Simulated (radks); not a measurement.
Values are calculated unless marked as measured or tabulated.
Task: The sulfur ion S3+, configuration [He] 2s2 2p5 3s2 3p1 4s1 (not the ground configuration). Code: a radial shooting solver on a logarithmic mesh with Libxc functionals. Model: scalar-relativistic Kohn-Sham, HCTH/407, spin-unpolarised, spherical densities, point nucleus. Some entries of the table are withheld. Estimate them.

orbital,occ.,eigenvalue (eV),<1/r> (bohr^-1),<r> (bohr)
1s,2,-2495.052,(1),0.09689
2s,2,-286.6712,3.154,(2)
2p,5,(3),3.059,0.4239
3s,2,-62.7666,0.9900,1.405
3p,1,-49.9213,0.9082,(4)
3d,0,-31.7495,0.7381,1.658
4s,1,(5),0.4160,(6)
4p,0,-19.0823,0.3782,3.582
5s,0,-11.1820,0.2463,5.694
4f,0,-11.1594,0.2694,4.235

Result: 
(1) 1s <1/r> (bohr^-1): 15.65
(2) 2s <r> (bohr): 0.4657
(3) 2p eigenvalue (eV): -233.7374
(4) 3p <r> (bohr): 1.494
(5) 4s eigenvalue (eV): -22.7083
(6) 4s <r> (bohr): 3.264
